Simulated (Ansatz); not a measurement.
VSeF3, relaxed as a singlet with RKS r2SCAN-D4/def2-SVP in Ansatz, starting from the GFN2-xTB geometry. Force threshold 0.02 eV/Å.

The restricted singlet is unstable towards broken spin symmetry in Hartree–Fock (as tested in another run); at r2SCAN-D4/def2-SVP this wasn't settled.

Start:

```xyz
5

V     0.099    0.128    0.168
Se   -0.827   -1.057   -1.399
F    -0.955   -0.084    1.418
F     0.121    1.629   -0.511
F     1.562   -0.616    0.324
```

Task: Estimate the energy that the relaxation releases and the steps that it takes.

Result: 42.1 kJ/mol, in 4 steps; 14 s on 4 threads of Arm Neoverse V1 on a shared host. No frequencies were taken in this run, so the end may be a saddle point.

Task: Does the start keep its bonding and symmetry?

Result: By distances, no bond broke or formed. The bond that changes most is V1–F4, from 1.65 to 1.70 Å (atoms count from 1). Point group C3v at the start, C3v at the end, both within 0.05 Å.

Task: Predict the relaxed structure.

Result: 
Cartesian coordinates in Å:
```
V 0.0408 0.0514 0.0685
Se -0.8764 -1.1151 -1.4787
F -0.9173 -0.0391 1.4747
F 0.1563 1.6700 -0.4514
F 1.5965 -0.5672 0.3869
```
Bond lengths: 3 × F–V 1.70 Å; 1 × Se–V 2.14 Å.
